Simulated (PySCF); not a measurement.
**Two-dimensional NMR puzzle**

Compound of formula C5H7F3OSi. Correlations simulated from computed shifts and the bond graph:

HSQC (one-bond C–H):
```tsv
δH	δC
10.45	205.0
6.59	149.8
5.21	95.7
```

HMBC (two and three bonds, from the bond graph):
```tsv
δH	δC
10.45	154.8, 149.8
6.59	205.0, 154.8, 125.1, 95.7
5.21	149.8, 125.1
4.37	205.0, 154.8, 149.8
```

Carbons without hydrogens: δ 154.8, 125.1.

PySCF 2.14.0 with density-fitted response routines calculation with shieldings: GIAO PBE0/pcSseg-1 and structure optimised with GFN2-xTB; one averaged value for each set of equivalent atoms, one conformer, no solvent, non-relativistic Hamiltonian.

Scale: 1H (σ = 31.72 ppm) and 13C (σ = 186.93 ppm) against TMS (reference shieldings calculated alike).

Exchangeable hydrogens are left out of these lists.

Q: Which molecule is this?

A: SMILES O=C/C([SiH3])=C\C(F)(F)CF.

Mapped SMILES: `[O:1]=[CH:2]/[C:3]([SiH3:4])=[CH:5]\[C:6]([F:7])([F:8])[CH2:9][F:10]`. Each H is labelled by its parent atom.

1. δC 205.0 is C2, an aldehyde carbonyl carbon (δH 10.45).
2. δC 154.8 is C3, an α carbon of a C=C–C=O unit.
3. δC 149.8 is C5, a β carbon of a C=C–C=O unit (δH 6.59).
4. δC 125.1 is C6, an allylic fully substituted sp3 carbon bonded to 2 F.
5. δC 95.7 is C9, an sp3 CH2 bonded to F (δH 5.21).
6. HMBC from δH 10.45 reaches the proton-free carbon C3.
7. HMBC from δH 6.59 reaches the proton-free carbons C3, C6.
8. HMBC from δH 5.21 reaches the proton-free carbon C6.
9. HMBC from δH 4.37 reaches the proton-free carbon C3.

This is the structure that produced the data.

Shifts are as computed. Against solution values, carbons near 30 ppm lie about +3 ppm off and those near 130 ppm about +5 ppm. Of 1211 compounds with measured shifts, 218 miss one by over three times the rms of a fit or turn the order of signals round; such compounds aren't used in these exercises.
